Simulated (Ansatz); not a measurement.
System: sum formula Si$_{2}$H$_{3}$F$_{3}$ (charge 0, singlet). SMILES: F[SiH2][SiH](F)F
Geometry from a B3LYP-D3(BJ)/def2-TZVP (Ansatz, a program for electronic structure) optimisation:
```xyz
8

F     -1.8125    -1.5016     0.5221
Si    -1.4275    -0.0227     0.0132
Si     0.9017     0.0560    -0.3318
F      1.2524     1.4963    -0.9345
F      1.6590    -0.0713     1.0694
H     -1.8508     0.9539     1.0401
H     -2.1489     0.2302    -1.2541
H      1.4702    -0.9610    -1.2376
```

Quantity: vertical ionisation energy (to the doublet state of charge +1; each state is the SCF solution reached for its spin), in eV. Valence correlation only, unless marked. UHF or UKS for open shells. Spin-orbit coupling is left out. Non-relativistic. CBS marks a two-point X^-3 extrapolation of the correlation energy; Hartree-Fock from the larger set. The bracket is a focal-point correction in the basis named.

RI-MP2/CBS(aug-cc-pV(T+d)Z,aug-cc-pV(Q+d)Z)+[CCSD(T)-MP2]/aug-cc-pV(T+d)Z (Ansatz) gives 11.30 eV.

**Question.** Another calculation gave 10.97 eV. Which level was it?
(A) BHLYP/def2-TZVPD (Ansatz)
(B) r2SCAN/def2-TZVPD (Ansatz)
(C) PBE/def2-TZVPD (Ansatz)
(D) B2PLYP/def2-TZVPD (Ansatz)

**Answer.** D, B2PLYP/def2-TZVPD (Ansatz). The others give 10.48 (PBE), 10.69 (r2SCAN), 11.16 (BHLYP) eV.
